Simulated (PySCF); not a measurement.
Species: C8H10O3S.
Bonds: C1–O2, O2–S3, S3–O4 (double), S3–O5 (double), S3–C6, C6–C7 (aromatic), C7–C8 (aromatic), C8–C9 (aromatic), C9–C10, C9–C11 (aromatic), C11–C12 (aromatic), C6–C12 (aromatic). Hydrogens: H13, H14, H15 on C1; H16 on C7; H17 on C8; H18, H19, H20 on C10; H21 on C11; H22 on C12.

Method: PySCF, PBE0-D3(BJ)/def2-SVP geometry optimisation, gas phase.

(1) Give the optimised bond lengths and angles.

## Answers

(1) 
```json
{"bond": "C1–O2", "length (Å)": "1.418"}
{"bond": "O2–S3", "length (Å)": "1.624"}
{"bond": "S3=O4, S3=O5", "length (Å)": "1.449"}
{"bond": "S3–C6", "length (Å)": "1.768"}
{"bond": "C6–C7, C6–C12", "length (Å)": "1.393"}
{"bond": "C7–C8, C11–C12", "length (Å)": "1.390"}
{"bond": "C8–C9, C9–C11", "length (Å)": "1.401"}
{"bond": "C9–C10", "length (Å)": "1.500"}
{"bond": "C1–H13, C1–H14, C1–H15", "length (Å)": "1.100"}
{"bond": "C7–H16, C12–H22", "length (Å)": "1.092"}
{"bond": "C8–H17, C11–H21", "length (Å)": "1.093"}
{"bond": "C10–H18, C10–H19, C10–H20", "length (Å)": "1.100"}
```

Bonds in one row agree within 0.01 Å and their mean is given. A selection of angles:
```json
{"angle": "O2–C1–H13", "degrees": "106.0"}
{"angle": "O2–C1–H14", "degrees": "110.9"}
{"angle": "H13–C1–H14", "degrees": "109.9"}
{"angle": "C1–O2–S3", "degrees": "117.4"}
{"angle": "O2–S3–O4", "degrees": "108.4"}
{"angle": "O2–S3–O5", "degrees": "104.0"}
{"angle": "O2–S3–C6", "degrees": "102.1"}
{"angle": "O4–S3–O5", "degrees": "122.5"}
{"angle": "O4–S3–C6", "degrees": "108.5"}
{"angle": "O5–S3–C6", "degrees": "109.4"}
{"angle": "S3–C6–C7", "degrees": "119.1"}
{"angle": "C7–C6–C12", "degrees": "121.3"}
{"angle": "C6–C7–C8", "degrees": "118.9"}
{"angle": "C6–C7–H16", "degrees": "119.9"}
{"angle": "C8–C7–H16", "degrees": "121.3"}
{"angle": "C7–C8–C9", "degrees": "121.2"}
{"angle": "C7–C8–H17", "degrees": "119.4"}
{"angle": "C9–C8–H17", "degrees": "119.4"}
{"angle": "C8–C9–C10", "degrees": "121.2"}
{"angle": "C8–C9–C11", "degrees": "118.5"}
{"angle": "C10–C9–C11", "degrees": "120.3"}
{"angle": "C9–C10–H18", "degrees": "111.1"}
{"angle": "H18–C10–H19", "degrees": "107.0"}
```

Dihedral angles: C1–O2–S3–O4 -39° (synclinal); O2–S3–C6–C7 76° (synclinal). The mirror-image conformer, all signs reversed, is as good.

The C–C distances run from 1.390 Å (C11–C12, aromatic) to 1.500 Å (C9–C10, drawn single), a spread of 0.110 Å. S3 (sulfonyl sulfur) is distorted tetrahedral (angles from 102.1° to 122.5°). The O–S distances run from 1.444 Å (S3=O5, drawn double) to 1.624 Å (O2–S3, drawn single), a spread of 0.180 Å. The 6-membered ring C6–C7–C8–C9–C11–C12 has internal angles of 118.5° to 121.3°; it is planar, 0.00 Å rms from its mean plane, widest ring torsion 1°. Of the pairs four or more bonds apart, O4···H22 is among the closest relative to their van der Waals radii: 2.50 Å, 92 % of the sum of Bondi's values.

Point group: C1 (no symmetry element, even within 0.4 Å). No frequency check. One conformer, not necessarily the lowest.

Time: 2.8 min wall, 7.1 min CPU; peak memory 1.2 GiB. Hardware: 2 threads of an AMD EPYC 9R14, shared host with 96 logical CPUs at a one-minute load of 29. This is the geometry optimisation.
